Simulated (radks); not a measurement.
The numbers below are computed, except where a source is named.
How relativity changes the ionisation of the palladium ion Pd3+ ([Kr] 4d7) to Pd4+ ([Kr] 4d6). Spin-unpolarised spherical Kohn-Sham, BLYP, point nucleus unless stated (finite: rms radius 4.5318 fm), a radial shooting solver on a logarithmic mesh with Libxc functionals. A level marked "c x" has the speed of light scaled by that factor and shares open shells by 2j + 1; other Dirac levels either fill j = l - 1/2 first or share by 2j + 1.

level                               E(Pd3+) (hartree)  E(Pd4+) (hartree)  IE (eV)   HOMO  <r> HOMO (bohr)
non-rel.                                  -4937.94417        -4936.11507   49.773     4d            1.299
scalar-rel.                               -5044.10526        -5042.29692   49.208     4d            1.310
scalar-rel., finite nucleus               -5044.00813        -5042.19979   49.208     4d            1.310
Dirac, 2j+1 shares                        -5045.15570        -5043.34756   49.202  4d5/2            1.315
Dirac, low j first                        -5045.18109        -5043.38438   48.891  4d5/2            1.316
Dirac, 2j+1 shares, finite nucleus        -5045.05834        -5043.25020   49.202  4d5/2            1.315
Dirac, c x 0.75                           -5137.76545        -5135.97349   48.762  4d5/2            1.329
Dirac, c x 1.25                           -5005.15501        -5003.33935   49.407  4d5/2            1.309
Dirac, c x 3                              -4949.27727        -4947.45050   49.709  4d5/2            1.301

NIST Atomic Spectra Database: 46 eV (theoretical). The relativistic part of the total energy of Pd3+ is -107.1 hartree (Dirac, 2j+1 shares, finite nucleus), 2.2 % of the non-relativistic value. Spin polarisation and multiplet splitting of open shells are left out at every level.

Beside tabulated values, note that relativity, absent from the non-relativistic runs, is large for the heavy elements, and spin-unpolarised runs miss the spin-polarisation part of the exchange energy of open shells.
